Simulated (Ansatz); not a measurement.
Basis sets compared for SiH2MeBr (CH5BrSi). The state is a singlet with charge 0. Geometry r2SCAN-D4/def2-TZVP. Ansatz on 4 threads of Arm Neoverse V2 on a shared host; times are rough, and most runs start from earlier orbitals.

```xyz
8

Si    0.114   -0.401   -0.738
H    -1.136   -0.767   -1.444
H     1.006   -1.583   -0.668
C    -0.230    0.300    0.948
H    -0.759   -0.437    1.559
H    -0.849    1.196    0.876
H     0.700    0.564    1.455
Br    1.153    1.128   -1.990
```

The 6-31G sets use Cartesian d functions. B3LYP takes the VWN-RPA correlation.

Binding counts from free atoms (Si triplet, H doublet, C triplet, Br doublet) in the same basis, without a counterpoise term.

```tsv
level	functions	energy (Eh)	HOMO (eV)	LUMO (eV)	binding per atom (eV)	wall time
PBE-D4/def2-SVP	89	-2903.7800	-6.79	-0.48	3.42	0.65 s
PBE-D4/def2-TZVP	146	-2904.2434	-6.98	-0.77	3.42	1.1 s
r2SCAN-D4/def2-TZVP (with forces)	146	-2904.7741	-7.32	-0.37	3.43	2.9 s
B3LYP-D4/6-31G	61	-2904.4319	-7.83	-0.24	3.20	0.65 s
B3LYP-D4/def2-TZVP	146	-2904.9055	-8.00	-0.10	3.41	1.5 s
PBE0-D4/def2-SVP	89	-2903.9136	-8.13	0.41	3.40	0.9 s
PBE0-D4/def2-TZVP	146	-2904.3738	-8.26	0.12	3.41	1.6 s
```

Task: Estimate the rows for PBE-D4/def2-TZVPD, r2SCAN-D4/def2-TZVPD, PBE0-D4/def2-TZVPD.

Result: 
```json
{"level": "PBE-D4/def2-TZVPD", "functions": "182", "energy (Eh)": "-2904.2444", "HOMO (eV)": "-7.01", "LUMO (eV)": "-0.96", "binding per atom (eV)": "3.42", "wall time": "1.7 s"}
{"level": "r2SCAN-D4/def2-TZVPD", "functions": "182", "energy (Eh)": "-2904.7749", "HOMO (eV)": "-7.33", "LUMO (eV)": "-0.51", "binding per atom (eV)": "3.43", "wall time": "3.7 s"}
{"level": "PBE0-D4/def2-TZVPD", "functions": "182", "energy (Eh)": "-2904.3747", "HOMO (eV)": "-8.28", "LUMO (eV)": "-0.15", "binding per atom (eV)": "3.41", "wall time": "2.2 s"}
```
